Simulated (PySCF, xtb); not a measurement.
SiFCl2Br, SMILES Cl[Si](F)(Br)Cl.

Harmonic wavenumbers (cm⁻¹) from GFN2-xTB in xtb 6.7.1 at its own minimum, in rising order: 111, 119, 175, 198, 203, 381, 543, 576, 835.

Q: What does ωB97X-D3(BJ)/def2-SVP (PySCF) give at its own minimum? (Estimate from the structure and the level; the computed values follow.)

A: 137, 148, 215, 239, 266, 418, 610, 663, 948. Paired by order, the mean absolute difference is 56 cm⁻¹ and the zero-point energies are 4.5 and 5.2 kcal/mol.
